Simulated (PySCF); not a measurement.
## Partial charges of `C=CC1=C[SiH2]C=C[Si@@H]1O`

Compound: C6H10OSi2.
Cartesian coordinates in Å at the PBE0-D3(BJ)/def2-SVP level; atoms count from 1:
```
atom  x, y, z in Å
C1     2.7970   -0.7979   -0.7070
C2     2.1033    0.0418    0.0760
C3     0.6417    0.1627    0.1278
C4     0.0721    0.9466    1.0785
Si5   -1.7487    1.2410    1.3632
C6    -2.7640    0.2329    0.1592
C7    -2.2221   -0.5123   -0.8227
Si8   -0.3984   -0.7135   -1.1845
O9    -0.0044   -2.3369   -1.3067
H10    2.3021   -1.5035   -1.3807
H11    3.8889   -0.8175   -0.6761
H12    2.6532    0.7054    0.7575
H13    0.7573    1.4632    1.7708
H14   -2.1067    0.8729    2.7710
H15   -2.0616    2.6987    1.2152
H16   -3.8593    0.2562    0.2594
H17   -2.9013   -1.0707   -1.4857
H18   -0.0814   -0.1767   -2.5370
H19   -0.0195   -2.8367   -0.4849
```

Density: PBE0/pcSseg-1 (PySCF); schemes: Mulliken, IAO, Hirshfeld and ESP-fitted. The structure is a single PBE0-D3(BJ)/def2-SVP conformer in the gas phase; no vibrational or solvent corrections.

Q: Give the atomic charges in each scheme.

A: In e:

| atom | environment | Mulliken | IAO | Hirshfeld | ESP-fitted |
| --- | --- | --- | --- | --- | --- |
| C1 | terminal =CH2 carbon | -0.189 | -0.303 | -0.090 | -0.450 |
| C2 | alkene CH carbon | -0.139 | -0.132 | -0.049 | -0.073 |
| C3 | fully substituted alkene carbon | -0.441 | -0.267 | -0.088 | -0.247 |
| C4 | alkene CH carbon | -0.360 | -0.414 | -0.133 | -0.247 |
| Si5 | SiH2 silicon | +0.712 | +0.747 | +0.322 | +0.372 |
| C6 | alkene CH carbon | -0.394 | -0.397 | -0.127 | -0.167 |
| C7 | alkene CH carbon | -0.444 | -0.425 | -0.135 | -0.535 |
| Si8 | oxygen-bound silicon | +1.090 | +1.095 | +0.402 | +0.960 |
| O9 | silanol oxygen | -0.576 | -0.780 | -0.302 | -0.760 |
| H10 | vinylic hydrogen | +0.148 | +0.157 | +0.041 | +0.207 |
| H11 | vinylic hydrogen | +0.126 | +0.154 | +0.050 | +0.191 |
| H12 | vinylic hydrogen | +0.101 | +0.138 | +0.044 | +0.140 |
| H13 | vinylic hydrogen | +0.118 | +0.141 | +0.041 | +0.149 |
| H14 | Si–H hydrogen | -0.087 | -0.121 | -0.080 | -0.095 |
| H15 | Si–H hydrogen | -0.080 | -0.119 | -0.078 | -0.093 |
| H16 | vinylic hydrogen | +0.132 | +0.150 | +0.045 | +0.146 |
| H17 | vinylic hydrogen | +0.135 | +0.152 | +0.045 | +0.206 |
| H18 | Si–H hydrogen | -0.099 | -0.134 | -0.079 | -0.151 |
| H19 | hydroxyl hydrogen | +0.246 | +0.360 | +0.172 | +0.449 |

Mean size of the charges over all atoms: IAO 0.326 e, ESP-fitted 0.297 e, Mulliken 0.296 e, Hirshfeld 0.122 e. Each set sums to the total charge, 0, to within 0.001 e. The Hirshfeld scheme weights the molecular density at each point by an atom's share of the summed free-atom densities.

Lowest charge. All schemes agree: Mulliken O9 (-0.576); IAO O9 (-0.780); Hirshfeld O9 (-0.302); ESP-fitted O9 (-0.760).

Highest charge. All schemes agree: Mulliken Si8 (+1.090); IAO Si8 (+1.095); Hirshfeld Si8 (+0.402); ESP-fitted Si8 (+0.960).

Q: How many electrons does the Mulliken scheme count on C2?

A: Z − q = 6 − (-0.139) = 6.139.

Q: How closely do the schemes follow one another over all atoms?

A: Correlation coefficient and root-mean-square difference: IAO with Hirshfeld 0.99, 0.263 e; Mulliken with IAO 0.98, 0.076 e; Mulliken with Hirshfeld 0.97, 0.241 e; IAO with ESP-fitted 0.96, 0.124 e; Hirshfeld with ESP-fitted 0.94, 0.234 e; Mulliken with ESP-fitted 0.93, 0.147 e.
